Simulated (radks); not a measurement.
Problem. K3+, 16 electrons, occupied as [Ne] 3s2 3p4 (the NIST ground configuration). Method: non-relativistic Kohn-Sham, SCAN, spin-unpolarised, spherical densities, point nucleus; meta-GGA in the generalised Kohn-Sham scheme; computed with a radial shooting solver on a logarithmic mesh with Libxc functionals. Some entries of the table are withheld. Estimate them.

orbital,occ.,eigenvalue (eV),<r> (bohr)
1s,2,-3565.688,0.08157
2s,2,-399.2357,(1)
2p,6,(2),0.3500
3s,2,-73.3452,1.210
3p,4,-55.2123,(3)

Solution. 
(1) 2s <r> (bohr): 0.3880
(2) 2p eigenvalue (eV): -326.6122
(3) 3p <r> (bohr): 1.295
